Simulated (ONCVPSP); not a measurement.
## Pseudopotential generation for Sc: ONCV, PBE, scalar-relativistic.

```json
{
  "Element": "Sc",
  "Generator": "ONCVPSP 4.0.1",
  "Type": "optimised norm-conserving Vanderbilt (ONCV)",
  "Functional": "PBE",
  "Relativity": "scalar-relativistic",
  "Frozen core": "[Ne]",
  "Valence charge": "11",
  "Reference configuration": "3s2 3p6 3d1 4s2",
  "Partial waves": "3s+4s: rc 1.90 bohr, ncon 3, nbas 6, qcut 5.2 1/bohr, 2 projectors; 3p: rc 1.50 bohr, ncon 4, nbas 8, qcut 11 1/bohr, 2 projectors, debl 2 Ha; 3d: rc 2.60 bohr, ncon 5, nbas 9, qcut 6 1/bohr, 2 projectors, debl 3.8 Ha",
  "Local potential": "polynomial inside 1.00 bohr (lpopt 4, dvloc0 0 Ha)",
  "Core correction": "Teter function fitted to the true core (icmod 2), fcfact 0.2"
}
```

What the tests gave:

```json
{
  "Cutoffs needed": "16 Ha and 31 Ha (the cutoffs (Ha) at which the residual kinetic energy of the hardest occupied pseudo-wave falls to 1 and 0.1 mHa per electron)",
  "Ghost test": "no bound ghost flagged; no localised positive-energy state flagged",
  "Configuration tests": "1 of 4 tests not solved or not reliable",
  "rms error of d²Exc/dni dnj": "2.55 mHa without and 1.66 mHa with the model core"
}
```

Generation and tests took about 4.2 s on one core of a shared server CPU.
